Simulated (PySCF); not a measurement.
MCl for M along the fourth-period p block

PBE0 with triple-zeta basis sets in PySCF, for the lowest determinant that a PBE0 search found; no spin–orbit coupling. De refers to high-spin ground-configuration atoms. A positive dipole means M(−)Cl(+).

```csv
M,basis,state (unpaired electrons),Re (Å),ωe (cm⁻¹),De (eV),μ (D)
Ga,def2-TZVPP,singlet (closed shell),2.216,367,4.84,-2.35
Ge,def2-TZVPP,doublet (π ↑),2.173,408,4.14,-1.64
Se,def2-TZVPP,doublet (π ↑),2.120,458,2.85,-0.61
Br,x2c-TZVPPall,singlet (closed shell),2.133,459,2.41,-0.51
```

The shortest bond is that of SeCl (2.120 Å), the longest that of GaCl (2.216 Å). GaCl is bound most strongly (4.84 eV) and BrCl least (2.41 eV).

The rows differ in basis set, which adds steps of its own.

The state changes along the series, so neighbouring rows are not always alike in their bonding.

States were picked by a PBE0 search and need not be the measured ground states.
